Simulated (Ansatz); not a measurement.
`[SiH3]CN[SiH3]` and `[CH3][AlH][CH2]N[SiH3]` differ in one atom or group.

Ansatz, PBE0-D4/def2-TZVP geometries, multiplicity 1. Each molecule was computed in one conformer, which needn't be the lowest.

```json
{"property": "LUMO energy (PBE0/def2-TZVPP) / eV", "`[SiH3]CN[SiH3]`": "0.19"}
{"property": "LUMO energy (ωB97M-V/def2-TZVPP) / eV", "`[SiH3]CN[SiH3]`": "1.76"}
{"property": "LUMO energy (B3LYP/def2-TZVPP) / eV", "`[SiH3]CN[SiH3]`": "-0.04"}
{"property": "ideal-gas entropy at 298 K and 1 bar (rigid rotor, harmonic PBE0-D4/def2-TZVP) / J/(mol·K)", "`[SiH3]CN[SiH3]`": "355"}
{"property": "HOMO–LUMO gap (PBE/def2-TZVPP) / eV", "`[SiH3]CN[SiH3]`": "4.88"}
{"property": "HOMO–LUMO gap (B3LYP/def2-TZVPP) / eV", "`[SiH3]CN[SiH3]`": "6.58"}
```

Problem. Give the same properties after the change, and the shifts. (Estimate.)

Solution. Computed: 
```csv
property,`[CH3][AlH][CH2]N[SiH3]`,shift
LUMO energy (PBE0/def2-TZVPP) / eV,-0.72,-0.91
LUMO energy (ωB97M-V/def2-TZVPP) / eV,0.97,-0.79
LUMO energy (B3LYP/def2-TZVPP) / eV,-0.90,-0.86
"ideal-gas entropy at 298 K and 1 bar (rigid rotor, harmonic PBE0-D4/def2-TZVP) / J/(mol·K)",383,28
HOMO–LUMO gap (PBE/def2-TZVPP) / eV,3.99,-0.89
HOMO–LUMO gap (B3LYP/def2-TZVPP) / eV,5.72,-0.86
```

The zero-point energy changes by 46.2 kJ/mol with +6 modes. Modes under 60 cm⁻¹, often nearly free rotors, make the harmonic entropy too high.

Positive LUMOs are unbound, so they and the gaps depend on the basis.

B3LYP here is the variant with VWN-RPA as its local correlation; programs differ in this.
